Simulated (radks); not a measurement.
Values are calculated unless marked as measured or tabulated.
Isoelectronic series with 50 electrons, each ion in its NIST ground configuration. Code: a radial shooting solver on a logarithmic mesh with Libxc functionals. Model: Dirac Kohn-Sham, PBE, spin-unpolarised, spherical densities, finite nucleus; open shells fill j = l - 1/2 first; Fermi nuclear charge, rms radius of each element as measured or else 0.836 A^(1/3) + 0.57 fm. Total energies (hartree) and mean radii <r> (bohr) (* marks an orbital that is empty in some or all of the ions):

ion	configuration	E (hartree)	5p1/2*	5s1/2*	4d5/2	4d3/2
Ce8+	[Kr] 4d10 5s2 5p2	-8849.4028	1.469	1.374	0.7330	0.7242
Pr9+	[Kr] 4d10 4f2 5s2	-9221.5086	1.431	1.341	0.7177	0.7086
Nd10+	[Kr] 4d10 4f2 5s2	-9603.1622	1.362	1.283	0.6918	0.6830
Pm11+	[Kr] 4d10 4f2 5s2	-9993.6746	1.300	1.230	0.6678	0.6591
Sm12+	[Kr] 4d10 4f2 5s2	-10393.0943	1.245	1.182	0.6455	0.6370
Eu13+	[Kr] 4d10 4f2 5s2	-10801.5222	1.194	1.138	0.6247	0.6163
Gd14+	[Kr] 4d10 4f2 5s2	-11219.0016	1.147	1.097	0.6052	0.5970
Tb15+	[Kr] 4d10 4f4	-11646.0309	1.123	1.076	0.5958	0.5873
Dy16+	[Kr] 4d10 4f4	-12082.3858	1.082	1.040	0.5783	0.5699
Ho17+	[Kr] 4d10 4f4	-12528.1222	1.044	1.006	0.5618	0.5535
Er18+	[Kr] 4d10 4f4	-12983.2300	1.009	0.9741	0.5463	0.5381
Tm19+	[Kr] 4d10 4f4	-13447.8531	0.9763	0.9444	0.5317	0.5235
Yb20+	[Kr] 4d10 4f4	-13921.9881	0.9456	0.9164	0.5178	0.5097
Lu21+	[Kr] 4d10 4f4	-14405.7880	0.9168	0.8901	0.5047	0.4966
Hf22+	[Kr] 4d10 4f4	-14899.3870	0.8898	0.8653	0.4922	0.4842
Ta23+	[Kr] 4d10 4f4	-15402.8188	0.8642	0.8418	0.4803	0.4723
W24+	[Kr] 4d10 4f4	-15916.1918	0.8401	0.8195	0.4691	0.4611
Re25+	[Kr] 4d10 4f4	-16439.6282	0.8173	0.7984	0.4583	0.4503
Os26+	[Kr] 4d10 4f4	-16973.1924	0.7957	0.7782	0.4480	0.4401
